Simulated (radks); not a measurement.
Values are calculated unless marked as measured or tabulated.
Q: Valence configurations of Ag2+ (all share [Kr]). Level of theory: scalar-relativistic Kohn-Sham, BLYP, spin-polarised, spherical densities, point nucleus; open shells are filled with parallel spins first (spin-orbit coupling, left out, can overturn this in heavy ions) (a radial shooting solver on a logarithmic mesh with Libxc functionals). Order these by energy: 4d5 5s2 5p2; 4d7 5s2; 4d6 5s2 5p1; 4d8 5s1; 4d7 5p2; 4d8.5 5p0.5; 4d8.5 5s0.5; 4d8 5p1; 4d6.5 5s2 5p0.5; 4d9.

A: From the lowest, in eV above it: 4d9 0.000; 4d8.5 5s0.5 3.793; 4d8.5 5p0.5 7.167; 4d8 5s1 7.927; 4d8 5p1 14.966; 4d7 5s2 18.771; 4d6.5 5s2 5p0.5 28.378; 4d7 5p2 32.550; 4d6 5s2 5p1 38.675; 4d5 5s2 5p2 61.372. NIST lists [Kr] 4d9 as the ground configuration; this level of theory agrees among the configurations tried. The energies are those of spherical high-spin densities, not of single terms.
